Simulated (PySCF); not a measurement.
C6H9FO2Si2.
Atom-mapped SMILES: `[F:1][Si@@H:2]1[CH2:3][CH2:4][Si@H:5]([c:6]2[cH:7][cH:8][cH:9][o:10]2)[O:11]1`

Cartesian coordinates in Å at the GFN2-xTB level; atoms count from 1:
```
atom  x, y, z in Å
F1    -2.4248    0.9912    2.1240
Si2   -2.4630    1.0552    0.5181
C3    -2.3977   -0.6855   -0.2368
C4    -1.3816   -0.6518   -1.3929
Si5   -0.1166    0.7378   -1.0190
C6     1.4259    0.1776   -0.1289
C7     1.7822    0.1252    1.1938
C8     3.0915   -0.4007    1.2425
C9     3.4433   -0.6330   -0.0525
O10    2.4512   -0.2893   -0.8845
O11   -1.0238    1.6241    0.0311
H12   -3.4981    1.9942    0.1501
H13   -2.0465   -1.3782    0.5318
H14   -3.3578   -1.0683   -0.5808
H15   -0.9370   -1.6351   -1.5445
H16   -1.9057   -0.4067   -2.3184
H17    0.1513    1.6256   -2.1460
H18    1.1746    0.4340    2.0196
H19    3.6872   -0.5808    2.1141
H20    4.3399   -1.0248   -0.4918
```

NICS = −σ at a ghost point: NICS(0) at the centroid of the ring atoms, NICS(1) 1 Å to either side along the normal of their mean plane, zz for the tensor component along that normal. Level: GIAO PBE0/pcSseg-1 (PySCF, non-relativistic, gas phase) on the GFN2-xTB geometry, one conformer.

Ring bond lengths (Å), with Mayer bond orders in brackets: Si2–C3 1.898 (0.90), C3–C4 1.540 (1.01), C4–Si5 1.916 (0.89), Si5–O11 1.647 (0.91), O11–Si2 1.622 (0.97); C6–C7 1.371 (1.56), C7–C8 1.412 (1.28), C8–C9 1.362 (1.58), C9–O10 1.340 (1.10), O10–C6 1.357 (1.00).

**Question.** Give the NICS values of each ring in ppm.

**Answer.** 
```tsv
ring	type	NICS(0)	NICS(1), two faces	NICS(1)zz, two faces	rms pucker (Å)	centre to ring atoms, mean (Å)
Si2–C3–C4–Si5–O11	5-membered ring with O and 2 Si; formal bonds all single	-4.4	-2.3 / -3.0	-1.0 / -2.9	0.13	1.46
C6–C7–C8–C9–O10	5-membered ring with O; formal bonds all aromatic	-12.1	-10.9 / -10.9	-27.8 / -28.4	0.00	1.16
```

**Question.** What do they say, and how far can they be read as aromaticity?

**Answer.** 
- Si2–C3–C4–Si5–O11: mean NICS(1)zz -2.0 ppm, near zero. Si2, C3, C4, Si5 have four or more neighbours, and the NICS criterion for π rings isn't applied.
- C6–C7–C8–C9–O10: mean NICS(1)zz -28.1 ppm, shielded, aromatic by this magnetic criterion (flat ring, no four-coordinate atom).

**Question.** What does the geometric index give? HOMA = 1 − mean of α(R − Ropt)² over the ring bonds, with Krygowski's 1993 parameters (CC: Ropt 1.388 Å, α 257.7 Å⁻²; CO: Ropt 1.265 Å, α 157.38 Å⁻²).

**Answer.** 
- C6–C7–C8–C9–O10: HOMA 0.48; the largest term is that of O10–C6, α(R − Ropt)² = 1.32.

**Question.** What is the mean of the two in-plane components of NICS at the first NICS(1) probe listed for ring C6–C7–C8–C9–O10, 1 Å off the ring?

**Answer.** The isotropic value is a third of the trace: (3 × -10.9 − (-27.8))/2 = -2.5 ppm.

**Question.** Give the inner angles of the rings and the Hirshfeld charges of the ring atoms.

**Answer.** 
- Si2–C3–C4–Si5–O11: Si2 99.9° (+0.491 e), C3 107.5° (-0.164 e), C4 107.8° (-0.163 e), Si5 98.7° (+0.422 e), O11 119.4° (-0.311 e); sum 533.3° against 540° for a flat convex ring.
- C6–C7–C8–C9–O10: C6 109.1° (-0.053 e), C7 106.8° (-0.077 e), C8 105.7° (-0.087 e), C9 110.8° (+0.012 e), O10 107.6° (-0.064 e); sum 540.0° against 540° for a flat convex ring.

**Question.** How shielded are the nuclei of the rings and their hydrogens (means over atoms taken as equivalent)?

**Answer.** 
```tsv
atoms	environment	σ isotropic (ppm)
Si2	fluorine-bound silicon	345.5
C3	sp3 carbon bound to silicon	177.2
C4	sp3 carbon bound to silicon	174.8
Si5	oxygen-bound silicon	360.0
C6	substituted aromatic carbon	29.2
C7	aromatic CH carbon	57.1
C8	aromatic CH carbon	70.2
C9	aromatic CH next to a ring oxygen	33.1
O10	furan-type oxygen	21.9
O11	siloxane oxygen	250.2
H12	Si–H hydrogen	26.57
H13	methylene hydrogen	30.75
H14	methylene hydrogen	30.61
H15	methylene hydrogen	30.44
```

The list is cut; further classes of hydrogen are left out.
